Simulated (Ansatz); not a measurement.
Cost and result for the atomization energy of C$_{6}$H$_{16}$BN (`BN(C(C)C)C(C)C`) (24 atoms, 23 bonds).

```xyz
24

B     1.6647    1.1901    0.2876
N     0.4779    0.4862    0.1735
C    -0.7552    0.9614    0.8039
C    -1.2633   -0.0011    1.8685
C    -1.8335    1.2897   -0.2196
C     0.3786   -0.7719   -0.5819
C     0.6802   -0.5608   -2.0574
C     1.2589   -1.8555    0.0210
H     1.6767    2.2095    0.9175
H     2.6594    0.7799   -0.2382
H    -0.4758    1.8923    1.3031
H    -1.5694   -0.9597    1.4411
H    -2.1343    0.4232    2.3732
H    -0.4916   -0.1910    2.6169
H    -2.1710    0.4002   -0.7581
H    -2.7056    1.7191    0.2788
H    -1.4653    2.0126   -0.9500
H    -0.6585   -1.1093   -0.5029
H     0.5427   -1.4914   -2.6138
H     1.7122   -0.2309   -2.1934
H     0.0216    0.1972   -2.4858
H     1.0137   -2.0171    1.0725
H     2.3118   -1.5734   -0.0432
H     1.1250   -2.7993   -0.5135
```

The species carries charge 0 and has multiplicity 1. The structure was optimised at the PBE0-D4/def2-TZVP level. It is one conformer, not always the lowest. Program: Ansatz. All runs use 4 threads of an AMD EPYC 7R13 on a shared host and a share of an NVIDIA H100 80 GB. Times are those of one run each, without the atoms' runs, and a repeat can differ threefold. Electronic energies, without spin–orbit coupling; frozen cores. CCSD(T)/CBS adds CCSD(T) − MP2 in def2-TZVPP to the MP2 limit, and its time is that of the two runs behind it. T1 = 0.011. B3LYP takes the VWN-RPA correlation (the form of Gaussian; ORCA's B3LYP/G).

CCSD(T)/CBS is a level of theory with its own doubt, some kJ/mol a heavy atom from the limit and from the frozen cores, so smaller differences don't rank the functionals.

```tsv
level	functions	wall time
PBE0-D4/def2-TZVPP	472	2.6 s
CAM-B3LYP-D4/def2-TZVPP	472	3 s
B97M-V/def2-TZVPP	472	3.2 s
BHLYP-D4/def2-TZVPP	472	3.3 s
B3LYP-D4/def2-TZVPP (with forces)	472	3.5 s
ωB97X-V/def2-TZVPP	472	4.8 s
CCSD(T)/def2-SVP	192	6 s
ωB97M-V/def2-TZVPP (with forces)	472	6 s
B2PLYP/def2-TZVPP	472	6.5 s
PBE-QIDH/def2-TZVPP	472	7 s
MP2/def2-QZVPP	936	8 s
CCSD(T)/def2-TZVPP	472	49 s
CCSD(T)/CBS(def2)	–	57 s
```

(1) What atomization energy does each give, and how far from CCSD(T)/CBS? (Estimate.)

## Answers

(1) Computed: 
```
                            level  atomization (kcal/mol)  difference from CCSD(T)/CBS  per bond
               PBE0-D4/def2-TZVPP                  2277.3                         17.9       0.8
          CAM-B3LYP-D4/def2-TZVPP                  2277.6                         18.2       0.8
                B97M-V/def2-TZVPP                  2265.2                          5.8       0.3
              BHLYP-D4/def2-TZVPP                  2219.1                        -40.3      -1.8
B3LYP-D4/def2-TZVPP (with forces)                  2268.2                          8.8       0.4
               ωB97X-V/def2-TZVPP                  2266.6                          7.2       0.3
                 CCSD(T)/def2-SVP                  2178.0                        -81.4      -3.5
 ωB97M-V/def2-TZVPP (with forces)                  2270.1                         10.7       0.5
                B2PLYP/def2-TZVPP                  2241.3                        -18.1      -0.8
              PBE-QIDH/def2-TZVPP                  2258.5                         -0.9       0.0
                   MP2/def2-QZVPP                  2261.3                          1.9       0.1
               CCSD(T)/def2-TZVPP                  2212.3                        -47.1      -2.1
                CCSD(T)/CBS(def2)                  2259.4                          0.0       0.0
```

From r2SCAN to r2SCAN0 (25 % exact exchange), in def2-TZVPP and without D4, the atomization energy moves by −19.7 kcal/mol: exact exchange takes away binding that semilocal exchange gives to molecules. The D4 term adds +21.6 kcal/mol with B3LYP and +11.8 kcal/mol with PBE0; it sums over pairs of atoms, weighted by their polarisabilities, and B3LYP, whose exchange is more repulsive, gets the larger term. At CCSD(T), def2-SVP lies −81.4 kcal/mol from the extrapolated value and def2-TZVPP −47.2 kcal/mol: correlation converges slowly with the basis, and small sets miss more of it in the bonded molecule than in its fragments.
